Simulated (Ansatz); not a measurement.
C₆H₁₄Se, singlet, geometry from GFN2-xTB, atoms displaced at random by about 0.03 Å a coordinate; Ansatz (a first-principles code) with R2SCAN/STO-3G, gradient.

Input for Ansatz:
Ansatz 0.2 input:
```yaml
crystal:
  periodic: [false, false, false]
  atoms:
    - {symbol: Se, position_ang: [0.29715730, 0.56677143, 0.54847715]}
    - {symbol: C, position_ang: [-1.40630464, 1.21333267, -0.32512826]}
    - {symbol: C, position_ang: [-1.92427156, 2.38905892, 0.53718778]}
    - {symbol: H, position_ang: [-2.11818838, 0.39207567, -0.31752928]}
    - {symbol: H, position_ang: [-1.18955710, 1.51501123, -1.35023995]}
    - {symbol: H, position_ang: [-1.24598615, 3.23534379, 0.53149964]}
    - {symbol: H, position_ang: [-2.17817288, 2.17800764, 1.54194789]}
    - {symbol: H, position_ang: [-2.88103703, 2.76408547, 0.06549719]}
    - {symbol: C, position_ang: [0.54425012, -1.15687944, -0.42210451]}
    - {symbol: C, position_ang: [-0.64986290, -2.17193408, -0.03215167]}
    - {symbol: C, position_ang: [0.50417276, -0.94822063, -1.94188876]}
    - {symbol: C, position_ang: [1.93842039, -1.65324427, 0.00940808]}
    - {symbol: H, position_ang: [-0.39600913, -3.16539517, -0.45514853]}
    - {symbol: H, position_ang: [-1.52225299, -1.82940324, -0.23757410]}
    - {symbol: H, position_ang: [-0.53622094, -2.31355133, 1.06862308]}
    - {symbol: H, position_ang: [-0.47117837, -0.64626476, -2.23998405]}
    - {symbol: H, position_ang: [1.30765332, -0.24317894, -2.21201950]}
    - {symbol: H, position_ang: [0.71617184, -1.88202283, -2.47384574]}
    - {symbol: H, position_ang: [2.71428375, -0.97386698, -0.28628217]}
    - {symbol: H, position_ang: [1.99418229, -1.76921026, 1.06449863]}
    - {symbol: H, position_ang: [2.17727222, -2.63711977, -0.46338864]}
basis:
  gaussian:
    orbitals: STO-3G
hamiltonian:
  xc: r2scan
output: {forces: true}
```

Q: What does Ansatz print? Leave out banner, timings and long lists.

A: 
```
Functional definition: r2SCAN
810 factors; integrals over basis functions are off by at most 4.1e-5 eV
mean field evaluation 1: about -70996.2115 eV, gradient 1.0e1 eV
mean field evaluation 2: about -70995.8467 eV, gradient 1.5e1 eV
mean field evaluation 4: about -70996.5459 eV, gradient 5.6e-1 eV
mean field evaluation 8: about -70996.3463 eV, gradient 2.8e-2 eV
mean field -70996.34627085 eV, -2609.0676024017 hartree, gradient 3.2e-5 eV, S^2 0.000000; 0 other end points of the search recorded, 0 dependent functions left out
the calculation of the forces begins
reference -70996.34627912 eV, -2609.0676027057 hartree; 42, 42 occupied and 20, 20 virtual orbitals, 810 factors
Total energy: -70996.34627912 eV, -2609.0676027057 hartree
Atom 0 at     0.297157     0.566771     0.548477 Å, force    -0.707903     0.279226    -0.488799 eV/Å
Atom 1 at    -1.406305     1.213333    -0.325128 Å, force     1.570342    -0.311833     1.760522 eV/Å
Atom 2 at    -1.924272     2.389059     0.537188 Å, force    -1.687881     1.121416    -2.845160 eV/Å
Atom 3 at    -2.118188     0.392076    -0.317529 Å, force    -0.467850    -0.391498    -0.122776 eV/Å
Atom 4 at    -1.189557     1.515011    -1.350240 Å, force    -0.072349     0.273298    -0.378978 eV/Å
Atom 5 at    -1.245986     3.235344     0.531500 Å, force     0.602552     0.314416    -0.039122 eV/Å
Atom 6 at    -2.178173     2.178008     1.541948 Å, force    -0.080898    -0.984645     1.727919 eV/Å
Atom 7 at    -2.881037     2.764085     0.065497 Å, force     0.867426    -0.287528     0.382148 eV/Å
Atom 8 at     0.544250    -1.156879    -0.422105 Å, force    -1.732613    -0.307388     0.298492 eV/Å
Atom 9 at    -0.649863    -2.171934    -0.032152 Å, force    10.123964    -2.937114     3.317068 eV/Å
Atom 10 at     0.504173    -0.948221    -1.941889 Å, force     1.759330    -0.349818    -0.046365 eV/Å
Atom 11 at     1.938420    -1.653244     0.009408 Å, force    -0.319724    -1.729409    -1.219417 eV/Å
Atom 12 at    -0.396009    -3.165395    -0.455149 Å, force    -0.648009     0.487994    -0.320196 eV/Å
Atom 13 at    -1.522253    -1.829403    -0.237574 Å, force    -7.404769     2.745156    -2.132251 eV/Å
Atom 14 at    -0.536221    -2.313551     1.068623 Å, force    -0.537627     0.109462    -0.555613 eV/Å
Atom 15 at    -0.471178    -0.646265    -2.239984 Å, force    -1.174416     0.916422    -0.623681 eV/Å
Atom 16 at     1.307653    -0.243179    -2.212019 Å, force    -0.530498     0.214454    -0.304959 eV/Å
Atom 17 at     0.716172    -1.882023    -2.473846 Å, force     0.080644    -0.339992     0.094685 eV/Å
Atom 18 at     2.714284    -0.973867    -0.286282 Å, force     0.635332     0.901959    -0.409079 eV/Å
Atom 19 at     1.994182    -1.769210     1.064499 Å, force     0.022586    -0.248204     1.620261 eV/Å
Atom 20 at     2.177272    -2.637120    -0.463389 Å, force    -0.297640     0.523627     0.285303 eV/Å
Dipole moment:    -0.161520    -0.135077    -0.213529 e Å
```
